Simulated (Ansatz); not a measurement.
`C[O][GeH]([CH3])[SH]` + H₂ → `C[O][GeH2][CH3]` + H₂S  (hydrogenolysis of a Ge–S bond)

Computed with Ansatz on PBE0-D4/def2-TZVP structures; ΔE is electronic, products minus reactants. CCSD(T)/CBS adds triple-zeta CCSD(T) − MP2 to the extrapolated MP2 energy (def2 sets, frozen cores). This one scheme is used for every species. For Ge outer-core shells are correlated without core-valence functions, which leaves a few kJ/mol of doubt a bond. Scalar relativity is left out up to krypton. One conformer a species, not always the lowest.

```json
{"species": "`C[O][GeH]([CH3])[SH]`", "HF/CBS(def2) energy (Eh)": "-2628.35017"}
{"species": "H₂", "HF/CBS(def2) energy (Eh)": "-1.13356"}
{"species": "`C[O][GeH2][CH3]`", "HF/CBS(def2) energy (Eh)": "-2230.75626"}
{"species": "H₂S", "HF/CBS(def2) energy (Eh)": "-398.72106"}
```

(1) Work out ΔE.

Largest T1 diagnostic among the species: 0.011.

Answers

(1) ΔE = (-2230.75626) + (-398.72106) − (-2628.35017) − (-1.13356) = 0.00641 Eh = +4.0 kcal/mol. CCSD(T)/CBS gives +10.0 kcal/mol.

In def2-TZVPP, CCSD(T) changes the Hartree–Fock value by +5.2 kcal/mol (the triples alone add +1.5 kcal/mol) and MP2 by +7.6 kcal/mol. The D4 term adds +3.1 kcal/mol with B3LYP and +1.8 kcal/mol with PBE0; it sums over pairs of atoms, weighted by their polarisabilities, and B3LYP, whose exchange is more repulsive, gets the larger term.

B3LYP here is the variant with VWN-RPA as its local correlation; programs differ in this.
